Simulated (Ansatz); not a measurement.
Consider the formal exchange of groups at the As–Si bond: `C=C[SiH2][AsH2]` + `[GaH3]` → `[GaH2][AsH2]` + `C=C[SiH3]`.

Gas-phase electronic energies from Ansatz, PBE0-D4/def2-TZVP geometries. CBS: MP2 limit from def2 TZ/QZ plus the TZ coupled-cluster correction, frozen cores. For As, Ga outer-core shells are correlated without core-valence functions, which leaves a few kJ/mol of doubt a bond. Scalar relativity is left out up to krypton. Each species was taken in one conformer, which may not be the lowest.

```
          species  MP2/CBS(def2) energy (Eh)
`C=C[SiH2][AsH2]`                -2604.30248
         `[GaH3]`                -1925.68460
   `[GaH2][AsH2]`                -4161.30238
      `C=C[SiH3]`                 -368.69789
```

**Question.** Work out ΔE.

**Answer.** ΔE = (-4161.30238) + (-368.69789) − (-2604.30248) − (-1925.68460) = -0.01319 Eh = -0.36 eV. CCSD(T)/CBS gives -0.36 eV.

Largest T1 diagnostic among the species: 0.013.

In def2-TZVPP, CCSD(T) changes the Hartree–Fock value by +0.06 eV (the triples alone add +0.01 eV) and MP2 by +0.06 eV. The D4 term adds +0.05 eV with B3LYP and +0.03 eV with PBE0; it sums over pairs of atoms, weighted by their polarisabilities, and B3LYP, whose exchange is more repulsive, gets the larger term.

B3LYP here is the variant with VWN-RPA as its local correlation; programs differ in this.
